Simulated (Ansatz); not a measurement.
Se5⁺, relaxed as a doublet with UKS r2SCAN-D4/def2-SVP in Ansatz, starting from the GFN2-xTB geometry. Force threshold 0.02 eV/Å.

The relaxation made no stability test and no search for a lower SCF solution. The structure comes from a short search, and lower isomers may exist.

Start:

```xyz
5

Se    0.901   -0.020   -1.802
Se   -0.856    1.422   -1.140
Se   -1.431    0.898    1.097
Se   -0.026   -0.866    1.818
Se    1.412   -1.434    0.026
```

(1) Estimate the energy that the relaxation releases and the steps that it takes.

(2) Does the start keep its bonding and symmetry?

(3) Predict the relaxed structure.

Answers

(1) 31.5 kcal/mol, in 16 steps; 82 s on 4 threads of AMD EPYC 7B13 on a shared host. The force fell under the threshold at step 14, but the optimiser went on. No frequencies were taken in this run, so the end may be a saddle point.

(2) By distances, no bond broke or formed. The bond that changes most is Se4–Se5, from 2.37 to 2.33 Å (atoms count from 1). The end is the same structure that another start reached, the lowest one found. Point group D5h at the start, Cs at the end, both within 0.05 Å.

(3) 
| atom | x (Å) | y (Å) | z (Å) |
| --- | --- | --- | --- |
| Se1 | 1.0355 | 0.0982 | -1.6384 |
| Se2 | -0.7294 | 1.4942 | -1.0114 |
| Se3 | -1.6085 | 0.3841 | 0.8856 |
| Se4 | 0.4127 | -0.3258 | 1.8102 |
| Se5 | 0.8898 | -1.6508 | -0.0460 |
Bond lengths: 5 × Se–Se 2.33 to 2.37 Å.
